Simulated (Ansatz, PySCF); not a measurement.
Pair of molecules: C2H4 (SMILES C=C) (first 6 atoms) with C3H8 (SMILES CCC); geometry from B3LYP-D3(BJ)/def2-TZVP, rigid monomers moved along the line of their centres of mass till C1···H13 is 2.68 Å.
(charge 0, multiplicity 1):
```xyz
17

C      0.64729    -0.33917     0.27889
C     -0.54019     0.23664     0.16783
H      1.49451     0.18190     0.70760
H      0.82015    -1.35622    -0.05165
H     -1.38919    -0.28460    -0.25756
H     -0.71310     1.25336     0.49940
C     -1.18750    -0.51503     3.66643
C      0.33698    -0.46252     3.69043
C      0.87795     0.96093     3.59132
H     -1.55499    -1.53945     3.75262
H     -1.61391     0.06357     4.48999
H     -1.57391    -0.10026     2.73269
H      0.73031    -1.05837     2.86239
H      0.70597    -0.92948     4.60865
H      1.96971     0.97824     3.59902
H      0.54209     1.44146     2.66955
H      0.52915     1.57280     4.42708
```

Monomers are frozen at their geometry in the pair; levels with a basis set take the counterpoise correction. Rows marked so take none.

Rows in 6-31G* carry no dispersion term and start afresh at each structure (6-31G* with six Cartesian d functions).

Programs: Ansatz (Gaussian orbitals); PySCF for 6-31G* rows. Values without a source in brackets are computed.

Question: What interaction energy does HF/aug-cc-pVDZ give?

Answer: 3.5 kcal/mol

Question: Give the interaction energy at the level wB97M-V/def2-TZVPPD.

Answer: -1.0 kcal/mol

Question: What interaction energy does M06-2X/6-31G* (no counterpoise) give?

Answer: -2.0 kcal/mol

Ansatz is a first-principles code.
